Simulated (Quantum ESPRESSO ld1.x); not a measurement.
Values are calculated unless marked as measured or tabulated.
Problem. These are the eigenvalues of the occupied orbitals of an atom or ion with whole-number occupations (eV). Level of theory: Dirac Kohn-Sham, PBE, spin-unpolarised, spherical densities, point nucleus (ld1.x of Quantum ESPRESSO 7.5).

| orbital | eigenvalue |
|---|---|
| 1s1/2 | -29038.4 |
| 2s1/2 | -4418.64 |
| 2p1/2 | -4130.11 |
| 2p3/2 | -3899.45 |
| 3s1/2 | -887.137 |
| 3p1/2 | -769.948 |
| 3p3/2 | -727.826 |
| 3d3/2 | -520.769 |
| 3d5/2 | -512.075 |
| 4s1/2 | -176.225 |
| 4p1/2 | -137.232 |
| 4p3/2 | -129.639 |
| 4d3/2 | -68.3131 |
| 4d5/2 | -67.2343 |

Which element is it, and in what charge state? The configuration may be excited. Open shells, if any, are shared by 2j + 1.

Solution. Z = 50, tin, charge +4: Sn4+ in [Kr] 4d10. The list shows which subshells hold electrons but not how many an open one holds; the 1s level, -1067.1 hartree, gives Z - s = 46.2 by -(Z - s)^2/2, which with screening and relativity narrows Z to a few neighbours, and the depths of the outer levels then fix element, charge and occupations together.
